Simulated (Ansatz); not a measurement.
`[SiH3]C1B[SiH2]1` and `B1C[SiH2]1` differ in one atom or group.

Ansatz, PBE0-D4/def2-TZVP geometries, multiplicity 1. 

| property | `[SiH3]C1B[SiH2]1` |
| --- | --- |
| LUMO energy (PBE0/def2-TZVPP) / eV | -1.96 |
| HOMO energy (PBE0/def2-TZVPP) / eV | -6.86 |
| ideal-gas entropy at 298 K and 1 bar (rigid rotor, harmonic PBE0-D4/def2-TZVP) / J/(mol·K) | 329 |
| HOMO–LUMO gap (ωB97M-V/def2-TZVPP) / eV | 8.92 |
| HOMO energy (PBE/def2-TZVPP) / eV | -5.82 |
| HOMO–LUMO gap (B3LYP/def2-TZVPP) / eV | 4.53 |

Q: What does the change do to each property? (An estimate is asked.)

A: Ansatz gave: 
| property | `B1C[SiH2]1` | shift |
| --- | --- | --- |
| LUMO energy (PBE0/def2-TZVPP) / eV | -1.51 | 0.45 |
| HOMO energy (PBE0/def2-TZVPP) / eV | -6.95 | -0.09 |
| ideal-gas entropy at 298 K and 1 bar (rigid rotor, harmonic PBE0-D4/def2-TZVP) / J/(mol·K) | 276 | -53 |
| HOMO–LUMO gap (ωB97M-V/def2-TZVPP) / eV | 9.45 | 0.53 |
| HOMO energy (PBE/def2-TZVPP) / eV | -5.94 | -0.12 |
| HOMO–LUMO gap (B3LYP/def2-TZVPP) / eV | 5.06 | 0.53 |

With PBE0 the HOMO falls by 0.09 eV and the LUMO rises by 0.45 eV, so the gap widens by about 0.54 eV. PBE moves the HOMO by -0.12 eV and ωB97M-V by -0.09 eV. The zero-point energy changes by -41.7 kJ/mol with -9 modes.

B3LYP here is the variant with VWN-RPA as its local correlation; programs differ in this.
